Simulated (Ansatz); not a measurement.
The inner images of a band of Cl₂H₄MgSi (8 atoms, charge 0, multiplicity 1) are given out of order.

Theory: RKS BHLYP/6-31G* (Ansatz 0.2.0).

First end point:

```xyz
8
Properties=species:S:1:pos:R:3
Mg -0.828 -1.046 -0.624
Si 1.071 -0.237 0.902
Cl -2.261 -2.300 -1.752
H -0.800 2.137 -0.790
Cl -1.659 1.457 -1.454
H 2.418 -0.779 0.593
H 1.210 1.246 0.777
H 0.850 -0.478 2.349
```

Last end point:

```xyz
8
Properties=species:S:1:pos:R:3
Mg -1.558 -0.152 -1.273
Si 1.069 0.119 0.869
Cl -1.299 -2.301 -0.886
H 0.009 0.557 -0.091
Cl -2.337 1.746 -2.046
H 1.980 -0.772 0.141
H 1.739 1.355 1.299
H 0.397 -0.554 1.987
```

**Question.** Put them in order from the first end to the last, with their energies above the first end.
A.
```xyz
8
Properties=species:S:1:pos:R:3
Mg -1.599 -0.192 -1.312
Si 1.096 0.137 0.897
Cl -1.528 -2.378 -1.111
H -0.015 0.343 -0.078
Cl -2.193 1.830 -1.918
H 2.083 -0.739 0.253
H 1.643 1.472 1.173
H 0.512 -0.474 2.097
```
B.
```xyz
8
Properties=species:S:1:pos:R:3
Mg -1.201 -0.613 -0.956
Si 0.956 0.204 0.788
Cl -2.054 -2.549 -1.527
H -0.178 0.848 -0.214
Cl -1.547 1.617 -1.419
H 2.038 -0.658 0.248
H 1.462 1.548 1.008
H 0.522 -0.397 2.072
```
C.
```xyz
8
Properties=species:S:1:pos:R:3
Mg -1.562 -0.318 -1.281
Si 1.091 0.199 0.896
Cl -1.792 -2.500 -1.323
H -0.044 0.308 -0.058
Cl -1.923 1.799 -1.727
H 2.099 -0.660 0.261
H 1.577 1.569 1.105
H 0.555 -0.397 2.126
```
D.
```xyz
8
Properties=species:S:1:pos:R:3
Mg -0.903 -1.022 -0.675
Si 0.988 -0.174 0.843
Cl -2.254 -2.426 -1.712
H -0.544 1.865 -0.608
Cl -1.521 1.546 -1.380
H 2.340 -0.671 0.492
H 1.102 1.320 0.751
H 0.792 -0.438 2.289
```
E.
```xyz
8
Properties=species:S:1:pos:R:3
Mg -1.395 -0.476 -1.131
Si 1.044 0.247 0.855
Cl -1.958 -2.570 -1.447
H -0.064 0.559 -0.092
Cl -1.713 1.669 -1.557
H 2.025 -0.643 0.216
H 1.562 1.593 1.087
H 0.499 -0.380 2.068
```
F.
```xyz
8
Properties=species:S:1:pos:R:3
Mg -1.066 -0.744 -0.832
Si 0.933 0.093 0.777
Cl -2.092 -2.539 -1.563
H -0.411 1.138 -0.431
Cl -1.438 1.644 -1.325
H 2.108 -0.672 0.295
H 1.387 1.493 0.956
H 0.578 -0.413 2.124
```
G.
```xyz
8
Properties=species:S:1:pos:R:3
Mg -0.972 -0.881 -0.741
Si 0.949 -0.058 0.801
Cl -2.161 -2.507 -1.628
H -0.486 1.506 -0.526
Cl -1.480 1.646 -1.355
H 2.225 -0.683 0.387
H 1.245 1.410 0.853
H 0.681 -0.433 2.208
```

**Answer.** D (+0.03 eV), G (+0.21 eV), F (+0.44 eV), B (-0.53 eV), E (-1.56 eV), C (-1.85 eV), A (-1.90 eV).

Time of the run: 70 s on 2 threads of AMD EPYC 9R45 96-Core Processor (Zen 5), on a shared host, peak memory 0.2 GiB.
